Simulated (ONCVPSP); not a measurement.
Pseudopotential generation for carbon (C): ONCV, PBE, scalar-relativistic.

carbon (C), optimised norm-conserving Vanderbilt (ONCV), made with ONCVPSP 4.0.1 (PBE, scalar-relativistic). Core [He], reference 2s2 2p2. Waves: 2s: rc 1.05 bohr, ncon 4, nbas 8, qcut 5.8 1/bohr, 2 projectors, debl 1.7 Ha; 2p: rc 1.90 bohr, ncon 4, nbas 7, qcut 6.5 1/bohr, 3 projectors, debl 3.9 Ha. Local part: polynomial inside 1.05 bohr (lpopt 2, dvloc0 6 Ha). Core correction: none.

All-electron outer shells of the reference configuration (PBE, scalar-relativistic, ld1.x):

| shell | level (eV) | outermost node (bohr) | outermost maximum (bohr) |
| --- | --- | --- | --- |
| 1s | -273.38 | – | 0.17 |
| 2s | -13.75 | 0.38 | 1.22 |
| 2p | -5.29 | – | 1.20 |

Calculated quality:

| Quantity | Value |
| --- | --- |
| Cutoffs needed | 20 Ha and 122 Ha (the cutoffs (Ha) at which the residual kinetic energy of the hardest occupied pseudo-wave falls to 1 and 0.1 mHa per electron) |
| Ghost test | no bound ghost flagged; no localised positive-energy state flagged |
| Largest excitation error | +571 meV (all-electron minus pseudo) for 2s1 2p0, out of 4 test configurations |

Generation and tests took about 1.8 s on one core of a shared server CPU.
